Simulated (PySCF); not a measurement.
Compound: ethylgermane, C2H8Ge.
SMILES: `C[CH2][GeH3]`

The closed-shell ground state was solved at several levels (PySCF, density fitting, gas phase). Isolated species at its GFN2-xTB geometry, gas phase. The calculation is non-relativistic and has no spin–orbit coupling, an omission that weighs most on germanium.

```json
{"level": "PBE0/pcSseg-1", "basis functions": "115", "HOMO (eV)": "-8.41", "LUMO (eV)": "1.12", "gap (eV)": "9.53", "dipole (D)": "0.77"}
{"level": "B3LYP/pcJ-1 (pcSseg-1 on Ge)", "basis functions": "175", "HOMO (eV)": "-8.19", "LUMO (eV)": "0.88", "gap (eV)": "9.07", "dipole (D)": "0.80"}
```

(1) What might CAM-B3LYP/def2-SVPD (142 basis functions) give for the same quantities?

(2) Over all these levels, which gives the widest orbital gap and which the narrowest?

(3) How far do the dipole and the HOMO energy spread over the levels?

Results:

(1) HOMO -9.71 eV, LUMO 1.07 eV, gap 10.78 eV, dipole 0.79 D.

(2) CAM-B3LYP/def2-SVPD (range-separated hybrid) has the widest, 10.78 eV, and B3LYP/pcJ-1 (pcSseg-1 on Ge) (global hybrid, 20 % exact exchange) the narrowest, 9.07 eV. Functional and basis both differ between the two, so the spread mixes both effects.

(3) The dipole runs from 0.77 to 0.80 D (mean 0.78 D) and the HOMO from -9.71 to -8.19 eV.
